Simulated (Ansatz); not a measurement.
Born–Oppenheimer molecular dynamics of CH$_{7}$ClSn (10 atoms, charge 0, multiplicity 1). It starts at the highest image of a converged band. Of that band: Neighbouring images differ by up to 3.5 eV, so the band resolves the path poorly. A vibrational analysis at the climbing image gives one clearly imaginary mode, 2056i cm⁻¹: a first-order saddle point.

Computed with Ansatz 0.2.0, RHF/def2-SVP.

```
ensemble                      : NVE (velocity Verlet)
time step                     : 0.5 fs
steps asked                   : 200
starting velocities drawn for : 100 K
seed                          : 10386
```

First frame:

```xyz
10
Properties=species:S:1:pos:R:3
Sn 0.310 0.129 0.017
C -0.168 0.166 2.465
H -1.255 0.101 2.363
H 0.190 -0.750 2.944
H 0.030 1.009 3.137
Cl 1.725 0.457 -1.912
H -0.915 1.241 -0.301
H 0.266 -1.556 0.054
H 1.778 0.980 1.036
H 1.063 0.714 1.660
```

Q: How far do the bonds stretch over the last three quarters of this one trajectory? (Pairs bonded in most of those frames.)

A: 
| bond | mean (Å) | spread (Å) | shortest | longest |
| --- | --- | --- | --- | --- |
| Sn1–Cl6 | 2.367 | 0.026 | 2.33 | 2.41 |
| Sn1–H7 | 1.707 | 0.012 | 1.69 | 1.73 |
| Sn1–H8 | 1.704 | 0.015 | 1.68 | 1.73 |
| Sn1–H9 | 1.718 | 0.087 | 1.59 | 1.86 |
| C2–H3 | 1.096 | 0.040 | 1.03 | 1.16 |
| C2–H4 | 1.100 | 0.045 | 1.01 | 1.20 |
| C2–H5 | 1.107 | 0.062 | 0.99 | 1.24 |
| C2–H10 | 1.118 | 0.088 | 0.95 | 1.27 |

Mean temperature of the second half: 3566 K. The conserved energy stayed within 2.1 meV per atom of its start (net change 0.1 meV per atom), so the integration is sound. The kinetic energy rose, since the run started high on the potential surface and went downhill. It ends in pieces (CH4 + ClH3Sn), so much of that is their flight and rotation, not heat. A run of 0.1 ps of so small a system gives no equilibrium averages. The orbitals stay closed-shell, which can raise the energy where a bond breaks towards radicals; this wasn't checked here.

Time of the run: 5.3 min on 1 thread of Arm Neoverse V2, on a shared host, peak memory 0.18 GiB.
